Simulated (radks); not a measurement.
Question: Charge is removed step by step from the 3s1/2 level of Pr, starting from [Xe] 4f3 6s2. Code: a radial shooting solver on a logarithmic mesh with Libxc functionals. Model: Dirac Kohn-Sham, PBE, spin-unpolarised, spherical densities, finite nucleus; open shells fill j = l - 1/2 first; Fermi nuclear charge, rms radius 4.8919 fm. At the starting occupation the eigenvalue is -1449.1 eV. Estimate the energy to remove one whole electron from this level, the eigenvalue at the end, and how far E(n) bends from a straight line.

Answer: Delta-SCF 1471.0 eV; final eigenvalue -1493.8 eV; the deviation from the straight line is -5.614 eV at 0.5 electron removed, the largest on the grid computed. Slater's transition state (half an electron removed) gives 1470.8 eV. Integrating minus the eigenvalue over the occupation (Janak's theorem) gives 1471.0 eV. The mean slope of the eigenvalue, de/dn, is 44.8 eV per electron.
